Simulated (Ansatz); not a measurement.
Total energies of the cluster In2Se3 (the lowest singlet isomer of a short search) from Ansatz at PBE0-D4/def2-TZVP, gas phase (1 Eh = 27.2114 eV = 2625.5 kJ/mol). The reference geometry is relaxed at B3LYP-D4/def2-SVP.

Cartesian coordinates in Å:
```
In 2.1170 -0.2138 1.2004
In -1.7812 -1.3580 -0.1773
Se 0.8742 -0.6173 -1.4946
Se -0.5899 1.2197 -0.9620
Se -0.6201 0.9693 1.4335
```

| state | geometry | energy (Eh) |
| --- | --- | --- |
| charge 0 singlet | reference | -7584.27946 |
| charge 1 doublet | reference | -7584.01442 |
| charge 0 triplet | relaxed at B3LYP-D4/def2-SVP | -7584.24414 |
| charge 0 quintet | relaxed at B3LYP-D4/def2-SVP | -7584.17014 |
| free In atom (doublet) | – | -190.11398 |
| free Se atom (triplet) | – | -2401.20505 |

In the def2 sets In takes a core potential; there is no spin–orbit coupling.

Task: Work out the vertical ionisation energy to the doublet.

Result: E(charge 1 doublet) − E(charge 0 singlet) = -7584.01442 − (-7584.27946) = 0.26504 Eh = 7.21 eV. For comparison, −ε of the highest occupied level is 5.66 eV at this level, 1.55 eV less.

Task: Which of the charge 0 states is lowest, and how far above it are the others?

Result: The singlet. triplet: -7584.24414 − (-7584.27946) = 0.03532 Eh = 92.7 kJ/mol; quintet: -7584.17014 − (-7584.27946) = 0.10932 Eh = 287.0 kJ/mol. The triplet differs in its bonds from the reference. The quintet differs in its bonds from the reference.

Task: What is the binding energy per atom against free atoms?

Result: Atoms: 2 × (-190.11398) + 3 × (-2401.20505) = -7583.84311 Eh. Binding: -7583.84311 − (-7584.27946) = 0.43635 Eh = 11.87 eV, or 2.37 eV for each of 5 atoms (no zero-point energy, no counterpoise term).

The structure comes from a short search, and lower isomers may exist.
